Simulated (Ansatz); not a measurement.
Input file for `[TeH]B1CS1`:

```yaml
crystal:
  periodic: [false, false, false]
  atoms:
    - {symbol: Te, position_ang: [-2.043774, 0.677820, -1.078926]}
    - {symbol: B, position_ang: [-0.364825, -0.348748, -0.343901]}
    - {symbol: C, position_ang: [0.931415, -0.333044, 0.471196]}
    - {symbol: S, position_ang: [0.406575, -1.917649, -0.343097]}
    - {symbol: H, position_ang: [-1.613469, 2.113908, -0.369464]}
    - {symbol: H, position_ang: [1.839938, 0.099099, 0.061902]}
    - {symbol: H, position_ang: [0.905438, -0.359485, 1.556691]}
basis:
  gaussian: {orbitals: def2-TZVPP}
correlation: {method: ccsd_t}
output: {orbitals: {seedname: orbitals}}
```

```sh
$ ansatz run in.yaml --threads 2 --pin off --events-out ev --progress --plain --max-ram 4352MiB
```

Output of Ansatz, abridged:

```
Functional definition: HF
1329 factors; integrals over basis functions are off by at most 9.7e-4 eV
mean field evaluation 1: about -19831.3851 eV, gradient 2.3e1 eV
mean field evaluation 2: about -19831.6300 eV, gradient 2.3e1 eV
mean field evaluation 4: about -19833.5327 eV, gradient 3.6e0 eV
mean field evaluation 8: about -19833.5832 eV, gradient 3.4e-1 eV
mean field -19833.58390792 eV, -728.8707649299 hartree, gradient 8.0e-6 eV, S^2 0.000000; 0 other end points of the search recorded, 0 dependent functions left out
11 core orbitals not correlated: weight in the atoms' cores, before any rotation towards them, 1.000 or more for the frozen orbitals, at most 0.000 for the correlated occupied ones
reference -19833.58390792 eV, -728.8707649299 hartree; 16, 16 occupied and 169, 169 virtual orbitals, 1329 factors
second order -24.60308920 eV of doubles, -0.00000000 eV of singles
cycle   1  -23.95410941 eV  change    6.5e-1 eV  update   1.2e-1
cycle   2  -24.59268430 eV  change   -6.4e-1 eV  update   3.4e-2
cycle   3  -24.70778181 eV  change   -1.2e-1 eV  update   1.9e-2
cycle   4  -24.68182675 eV  change    2.6e-2 eV  update   6.0e-3
cycle   5  -24.68121633 eV  change    6.1e-4 eV  update   3.2e-3
cycle   6  -24.68271379 eV  change   -1.5e-3 eV  update   9.8e-4
cycle   7  -24.68188514 eV  change    8.3e-4 eV  update   3.4e-4
cycle   8  -24.68190650 eV  change   -2.1e-5 eV  update   1.2e-4
cycle   9  -24.68200361 eV  change   -9.7e-5 eV  update   4.5e-5
cycle  10  -24.68196485 eV  change    3.9e-5 eV  update   2.3e-5
perturbative correction -0.98806226 eV, -0.0363106183 hartree
Total energy: -19859.25393503 eV, -729.8141210264 hartree
```

Run time 97 s (2 threads of an Arm Neoverse V2 on a shared host); peak host memory 2.5 GiB.

Correlation energy per correlated electron: -0.802 eV. T1 diagnostic: 0.0141.
